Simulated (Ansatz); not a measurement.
The cluster Hg₃S₂⁺, relaxed as a doublet with UKS PBE-D4/def2-SVP in Ansatz, starting from the GFN1-xTB geometry. Force threshold 0.02 eV/Å.

In the def2 sets Hg takes a core potential; there is no spin–orbit coupling. The structure comes from a short search, and lower isomers may exist.

Start:

```xyz
5

Hg    1.121   -3.242    0.310
Hg   -0.286    2.561   -0.860
Hg    0.592    1.549    1.494
S    -1.049   -0.040   -1.294
S    -0.379   -0.828    0.351
```

(1) Estimate the energy that the relaxation releases and the steps that it takes.

(2) Does the start keep its bonding?

(3) Predict the relaxed structure.

Answers

(1) 5.1 kcal/mol, in 12 steps; 24 s on 4 threads of Arm Neoverse V2 on a shared host. The force fell under the threshold at step 8, but the optimiser went on. No frequencies were taken in this run, so the end may be a saddle point.

(2) By distances, no bond broke or formed. The bond that changes most is Hg2–Hg3, from 2.71 to 3.08 Å (atoms count from 1). The end is the same structure that another start reached, the lowest one found.

(3) 
Cartesian coordinates in Å:
```
Hg 0.692 -3.716 0.322
Hg -0.787 2.820 -0.909
Hg 0.573 1.780 1.657
S -0.669 -0.121 -1.337
S 0.190 -0.763 0.267
```
Bond lengths (bridged metal pairs left out): 1 × Hg–Hg 3.08 Å; 1 × S–S 1.93 Å.
